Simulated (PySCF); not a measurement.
**Bond curve of KSi⁺**

Set-up: K x2c-SVPall, Si x2c-SVPall; spin-free X2C with a Gaussian nucleus (PySCF 2.14). Energies in eV from K⁺ + Si in their ground configurations at the same level. All curves are PBE0. state 1: ³Π (triplet), unpaired electrons σ ↑, π ↑; state 2: Ms = 0 determinant of mixed spin (⟨S²⟩ near 1.0), unpaired electrons σ ↑, π ↓, a second solution, started from another occupation; state 3: triplet, unpaired electrons π ↑↑, a second solution, started from another occupation; state 4: Ms = 0 determinant of mixed spin (⟨S²⟩ near 1.0), unpaired electrons π ↑↓, a second solution, started from another occupation.

| R (Å) | state 1 | state 2 | state 3 | state 4 |
| --- | --- | --- | --- | --- |
| 3.208 | -0.2066 | 0.0878 | 0.1649 | 0.4584 |
| 3.357 | -0.2657 | 0.0251 | 0.1266 | 0.4211 |
| 3.506 | -0.2968 | -0.0096 | 0.1022 | 0.3977 |
| 3.618 | -0.3072 | -0.0225 | 0.0900 | 0.3862 |
| 3.730 | -0.3096 | -0.0272 | 0.0814 | 0.3782 |
| 3.842 | -0.3062 | -0.0256 | 0.0753 | 0.3726 |
| 3.991 | -0.2952 | -0.0165 | 0.0699 | 0.3676 |
| 4.178 | -0.2752 | 0.0023 | 0.0657 | 0.3638 |
| 4.401 | -0.2465 | 0.0306 | 0.0626 | 0.3609 |
| 4.700 | -0.2069 | 0.0713 | 0.0595 | 0.3577 |

**Question.** Put a parabola through the three lowest points of the state 1 curve and estimate Re, k and ωe (reduced mass 16.28 u; 1 eV/Å² = 0.16022 mdyn/Å; ωe = 1302.8·√(k/μ) cm⁻¹).

**Answer.** Through R = 3.618, 3.73, 3.842 Å the second-order coefficient is 0.231 eV/Å², so Re ≈ 3.720 Å, k ≈ 0.0741 mdyn/Å and ωe ≈ 88 cm⁻¹. A polynomial fit of higher order to the unrounded PBE0 energies gives Re = 3.715 Å, k = 0.0777 mdyn/Å, ωe = 90.0 cm⁻¹; anharmonicity and rounding make the difference.

The higher-order fit for each curve: state 1: Re = 3.715 Å, ωe = 90.0 cm⁻¹, De = 0.310 eV; state 2: Re = 3.753 Å, ωe = 88.4 cm⁻¹, minimum 0.027 eV below the ground-state fragments. State 3 gave no clean fit. State 4 gave no clean fit.

The bond is weak. Basis-set superposition, not corrected here, can be much of De in a small basis, most of all at correlated wavefunction levels. For an ion De counts to the pair picked by the measured ionisation energies or electron affinities, which need not be the lowest pair at this level. The state was picked by a PBE0 search and need not be the measured ground state.
